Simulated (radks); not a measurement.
Question: Species: Lu IV. Configuration: [Kr] 4d10 4f14 5s2 5p5 5d1 (not the ground configuration). Calculated with a radial shooting solver on a logarithmic mesh with Libxc functionals: scalar-relativistic Kohn-Sham, r2SCAN, spin-unpolarised, spherical densities, finite nucleus; meta-GGA in the generalised Kohn-Sham scheme; Fermi nuclear charge, rms radius 5.37 fm. Some entries of the table are withheld. Estimate them.

orbital  occ.  eigenvalue (hartree)  <r^2> (bohr^2)  <r> (bohr)
1s          2             -2327.825       0.0005123     0.01932
2s          2                   (1)        0.007918     0.08182
2p          6             -350.2390        0.006496     0.07292
3s          2             -91.39013         0.05156      0.2124
3p          6             -76.96557         0.05217      0.2121
3d         10             -59.62368         0.04345      0.1925
4s          2             -19.25852             (2)      0.4783
4p          6             -14.50653          0.2935      0.5079
4d         10              -8.27581          0.3484      0.5479
5s          2              -3.37913           1.518       1.162
5p          5              -2.25181           2.073       1.354
4f         14              -1.44680          0.6528      0.7085
5d          1              -0.96351           4.470       1.965
6s          0              -0.90057           9.088       2.855
6p          0              -0.66653             (3)         (4)

Answer: 
(1) 2s eigenvalue (hartree): -398.0692
(2) 4s <r^2> (bohr^2): 0.2582
(3) 6p <r^2> (bohr^2): 13.32
(4) 6p <r> (bohr): 3.458
